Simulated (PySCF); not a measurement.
**Question.** What does the PBE0-D3(BJ)/def2-SVP structure of `CN(C)CP1CCOCC1` look like in three dimensions?

**Answer.** 
```
atom  x, y, z in Å
C1     2.947    0.720    0.807
N2     2.158   -0.334    0.219
C3     2.969   -1.397   -0.315
C4     1.171    0.148   -0.716
P5    -0.201    1.054    0.168
C6    -0.999   -0.387    1.028
C7    -2.470   -0.091    1.286
O8    -3.203    0.093    0.102
C9    -2.853    1.242   -0.621
C10   -1.446    1.168   -1.209
H11    2.289    1.481    1.253
H12    3.588    0.312    1.603
H13    3.604    1.234    0.068
H14    3.609   -1.079   -1.170
H15    2.331   -2.225   -0.661
H16    3.634   -1.791    0.470
H17    0.726   -0.714   -1.241
H18    1.597    0.820   -1.500
H19   -0.468   -0.570    1.974
H20   -0.910   -1.298    0.412
H21   -2.943   -0.936    1.809
H22   -2.569    0.801    1.940
H23   -2.943    2.144    0.020
H24   -3.595    1.336   -1.428
H25   -1.245    2.067   -1.813
H26   -1.380    0.288   -1.874
```

Orientation and origin are arbitrary. Atoms count from 1 in this order. All 3 C–N bonds measure 1.440 to 1.442 Å. The 6-membered ring P5–C6–C7–O8–C9–C10 has internal angles of 95.9° to 114.3° (sum 656°, against 720° for a flat polygon); it is puckered, 0.27 Å rms from its mean plane, widest ring torsion 67°. Of the pairs four or more bonds apart, P5···H11 is among the closest relative to their van der Waals radii: 2.75 Å, 92 % of the sum of Bondi's values. P5 (phosphine phosphorus) is pyramidal (angles 99.9°, 99.1° and 95.9°, sum 294.9°, 0.91 Å off the plane of its three neighbours).

Bonds between heavy atoms (Å): C1–N2 1.441, N2–C3 1.440, N2–C4 1.442, C4–P5 1.866, P5–C6 1.858, C6–C7 1.523, C7–O8 1.404, O8–C9 1.402, C9–C10 1.526, P5–C10 1.860.

Computed, not measured: PBE0-D3(BJ)/def2-SVP geometry optimisation, gas phase (PySCF).

Point group: C1 (no symmetry element, even within 0.4 Å). No frequency check. The numbers are those of one conformer (C1–N2–C4–P5 -70°, N2–C4–P5–C6 -70°, C4–P5–C6–C7 -154°, P5–C6–C7–O8 62°, C6–C7–O8–C9 -67°, C7–O8–C9–C10 67°).

On one thread, Arm Neoverse V2 (aarch64), shared host with 48 logical CPUs at a one-minute load of 14, this took 3.1 min wall and 0.94 GiB of memory at its peak. This is the geometry optimisation.
